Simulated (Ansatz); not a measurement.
**Cost against result**

Saddle point of Si2H7ClO, closed shell (SiH₃Cl ([SiH3][Cl]) + SiH₄O ([OH][SiH3]) → Si₂H₅ClO ([SiH3][O][SiH2][Cl]) + H₂; bonds formed: Si1–O7, H2–H6; bonds broken: Si1–H2, H6–O7), PBE0-D4/def2-TZVP structure:

Si1  (-0.383, -0.540, -1.298)
H2  (1.269, -0.886, -1.368)
H3  (-0.747, -1.957, -1.522)
H4  (-1.637, 0.134, -0.847)
Cl5  (-0.127, 0.559, -3.049)
H6  (1.195, -0.593, -0.284)
O7  (0.343, -0.293, 0.389)
Si8  (0.070, 0.697, 1.720)
H9  (-0.134, 2.089, 1.259)
H10  (-1.127, 0.198, 2.432)
H11  (1.278, 0.592, 2.569)
(Å)

Barriers are electronic and count from the start structure reached by relaxing down the imaginary mode.

Ansatz 0.2.0; basis: as named in each row; cores frozen in the correlated methods. B3LYP uses VWN-RPA correlation. Extrapolation: Hartree–Fock as exp(−7.88 √X), correlation as X^−2.97.

Times are rough, for one single point on 4 threads of a shared host (Arm Neoverse V2).

The estimate by CCSD(T) at an estimated basis limit (MP2 extrapolated from triple and quadruple zeta, plus CCSD(T) − MP2 in triple zeta) is 159.7 kJ/mol.

| method | basis | time (s) | barrier (kJ/mol) | method less estimate |
| --- | --- | --- | --- | --- |
| HF | STO-3G | under 1 | 277.6 | 117.9 |
| PBE-D4 | STO-3G | under 1 | 105.7 | -54.0 |
| SPW92 | def2-SVP | under 1 | 93.4 | -66.3 |
| B3LYP-D4 | 6-31G | under 1 | 159.8 | 0.1 |
| PBE-D4 | def2-SVP | under 1 | 125.0 | -34.7 |
| PBE0-D4 | def2-SVP | under 1 | 141.7 | -18.0 |
| SPW92 | def2-TZVPP | 1 | 99.3 | -60.4 |
| PBE-D4 | def2-TZVPP | 2 | 129.9 | -29.8 |
| BLYP-D4 | def2-TZVPP | 2 | 145.9 | -13.8 |
| B3LYP-D4 | def2-TZVPP | 2 | 155.6 | -4.1 |
| BHLYP-D4 | def2-TZVPP | 2 | 172.3 | 12.6 |
| CCSD(T) | def2-SVP | 2 | 171.2 | 11.5 |
| CAM-B3LYP-D4 | def2-TZVPP | 2 | 158.1 | -1.6 |
| PBE0-D4 | def2-TZVPP | 3 | 144.3 | -15.4 |
| r2SCAN-D4 | def2-TZVPP | 3 | 139.7 | -20.0 |
| RPA on PBE | def2-TZVPP | 4 | 165.5 | 5.8 |
| wB97M-V | def2-SVP | 4 | 149.1 | -10.6 |
| r2SCAN0-D4 | def2-TZVPP | 4 | 149.8 | -9.9 |
| B2PLYP | def2-TZVPP | 4 | 160.9 | 1.2 |
| PBE-QIDH | def2-TZVPP | 4 | 154.5 | -5.2 |
| wB97X-V | def2-TZVPP | 6 | 159.9 | 0.2 |
| B97M-V | def2-TZVPP | 7 | 151.7 | -8.0 |
| wB97M-V | def2-TZVPP | 7 | 155.7 | -4.0 |
| MP2 | def2-QZVPP | 16 | 153.1 | -6.6 |
| CCSD(T) | def2-TZVPP | 91 | 163.1 | 3.4 |

All methods are single points on the PBE0-D4 structures.

The T1 diagnostic stays at or below 0.012.

Labels in which every atom is bracketed show which atoms are joined, not bond orders.
